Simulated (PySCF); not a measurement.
Bond length, frequency and bond energy of MgGe by level of theory

State: ³Σ⁻ (triplet), unpaired electrons π ↑↑. Set-up: PySCF, no relativity, basis sets Mg def2-SVPD, Ge def2-SVPD. De refers to Mg + Ge in their high-spin ground configurations, without counterpoise correction. The functionals are run spin-unrestricted. A positive dipole means Mg(−)Ge(+). Levels whose curve was spin-contaminated or gave no clean fit are not listed.

```json
{"Level": "ROHF", "Re (Å)": "2.838", "ωe (cm⁻¹)": "138", "De (eV)": "0.219", "μ (D)": "-3.12", "CPU s a point (SCF and correlation, without the integrals)": "0.18"}
{"Level": "ROHF-MP2", "Re (Å)": "2.600", "ωe (cm⁻¹)": "253", "De (eV)": "0.82", "μ (D)": "n/a", "CPU s a point (SCF and correlation, without the integrals)": "0.35"}
{"Level": "ROHF-SCS-MP2", "Re (Å)": "2.631", "ωe (cm⁻¹)": "234", "De (eV)": "0.67", "μ (D)": "n/a", "CPU s a point (SCF and correlation, without the integrals)": "n/a"}
{"Level": "ROHF-CCSD", "Re (Å)": "2.656", "ωe (cm⁻¹)": "233", "De (eV)": "0.70", "μ (D)": "n/a", "CPU s a point (SCF and correlation, without the integrals)": "n/a"}
{"Level": "ROHF-CCSD(T)", "Re (Å)": "2.635", "ωe (cm⁻¹)": "246", "De (eV)": "0.83", "μ (D)": "n/a", "CPU s a point (SCF and correlation, without the integrals)": "15"}
{"Level": "PBE", "Re (Å)": "2.597", "ωe (cm⁻¹)": "255", "De (eV)": "1.21", "μ (D)": "-3.03", "CPU s a point (SCF and correlation, without the integrals)": "0.74"}
{"Level": "PW91", "Re (Å)": "2.591", "ωe (cm⁻¹)": "256", "De (eV)": "1.24", "μ (D)": "-3.04", "CPU s a point (SCF and correlation, without the integrals)": "0.56"}
{"Level": "M06-L", "Re (Å)": "2.583", "ωe (cm⁻¹)": "250", "De (eV)": "1.05", "μ (D)": "-3.07", "CPU s a point (SCF and correlation, without the integrals)": "1"}
```

Problem. Which functional lies closest to ROHF-CCSD(T) in De, which farthest, and by how much do they differ from it?

Solution. Closest is M06-L (-5.2 pm in Re, +1.6 % in ωe, +0.22 eV in De against ROHF-CCSD(T) in the same basis), farthest PW91 (-4.4 pm in Re, +4.1 % in ωe, +0.41 eV in De). CCSD(T) converges more slowly with the basis than the functionals do and binds too weakly in this one, so the order can change at the basis-set limit.

Problem. What does second-order correlation do here, going from ROHF to ROHF-MP2?

Solution. ROHF-MP2 less ROHF: -23.8 pm in Re, +83.3 % in ωe, +0.60 eV in De. Correlation nearly always deepens the well. The bond shortens, as in weak, metallic or heavy-atom bonds, where dispersion and the correlation of outer-core electrons pull the atoms together.

Problem. What does the triples do here, going from ROHF-CCSD to ROHF-CCSD(T)?

Solution. ROHF-CCSD(T) less ROHF-CCSD: -2.1 pm in Re, +5.6 % in ωe, +0.13 eV in De. Correlation nearly always deepens the well. The bond shortens, as in weak, metallic or heavy-atom bonds, where dispersion and the correlation of outer-core electrons pull the atoms together.

Correlated steps freeze 10 core orbitals. Correlated levels converge slowly with the basis: in double zeta they bind strong bonds too weakly, by up to about 1 eV, and carry superposition errors of some tenths. Spin–orbit coupling is left out. UHF is strongly spin-contaminated for MgGe, so the ROHF reference used there is far from stable. The state was picked by a PBE0 search and need not be the measured ground state.

The whole job (state search and all levels along the bond) took about 3.9 min on 1 thread of Oxide Virtual Turin-like (shared host), peak memory 0.8 GiB.
